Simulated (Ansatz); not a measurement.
System: C2H4F2, charge 0, singlet. C2H4F2 (SMILES C(C)(F)F).
B3LYP-D3(BJ)/def2-TZVP minimum from Ansatz (an electronic-structure program):
```xyz
8

C     -1.3204    -0.2682     0.2745
C      0.1571    -0.0050     0.3262
F      0.8317    -0.9303    -0.4286
F      0.4396     1.2267    -0.2069
H     -1.6614    -0.2239    -0.7598
H     -1.5343    -1.2557     0.6828
H     -1.8501     0.4819     0.8614
H      0.5843    -0.0306     1.3314
```
Charge 0, spin multiplicity 1.

Hartree-Fock and MP2 correlation energies in hartree (Ansatz). UHF or UKS for unpaired electrons; spin-orbit terms are left out. Cores are frozen in correlated methods. No relativity.

| basis | X | E(HF) | E(corr, MP2) |
|---|---|---|---|
| cc-pVTZ | 3 | -277.05396 | -0.84651 |
| cc-pVQZ | 4 | -277.07572 | -0.91619 |
| cc-pV5Z | 5 | -277.08156 | withheld |

**Question.** Fit E(corr) = E∞ + A/X³ to X = 3 and 4, predict X = 5, and compare with the run.

**Answer.** A = (-0.84651 - (-0.91619))/(1/27 - 1/64) = 3.2542; E∞ = -0.91619 - A/64 = -0.96704; at X = 5, E∞ + A/125 = -0.94100. The run gave -0.94461, 3.61 mEh below the prediction. The same form on X = 4 and 5 gives E∞ = -0.97443, 7.39 mEh below the first estimate.
